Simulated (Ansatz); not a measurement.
CHBFNO (`O=C=NBF`), relaxed with RKS PBE0-D4/def2-TZVP in the Gaussian-basis code of Ansatz from a PBE-D4/def2-SVP geometry. The force threshold is 0.005 eV/Å; the program also tests the step.

The species carries charge 0 and has multiplicity 1.

Start:

```xyz
6

O     1.599   -0.088   -2.153
C     0.977   -0.060   -1.153
N     0.396   -0.040   -0.088
B    -0.692    0.042    0.821
F    -0.441   -0.042    2.125
H    -1.840    0.188    0.448
```

Question: How much energy does the relaxation release, and in how many steps? (An estimate is asked.)

Answer: Computed: 1.35 kcal/mol, in 10 steps, 1 of them rejected.

Question: Which bonds change most? (An estimate is asked.)

Answer: The calculation gave: B4–H6 from 1.215 to 1.193 Å; O1–C2 from 1.178 to 1.158 Å; B4–F5 from 1.331 to 1.318 Å; C2–N3 from 1.214 to 1.203 Å.

Question: Give the relaxed structure. (An estimate is asked.)

Answer: Computed: 
```xyz
6

O     1.436   -0.069   -2.161
C     0.946   -0.059   -1.112
N     0.521   -0.060    0.014
B    -0.648    0.038    0.807
F    -0.519   -0.034    2.116
H    -1.735    0.183    0.335
```
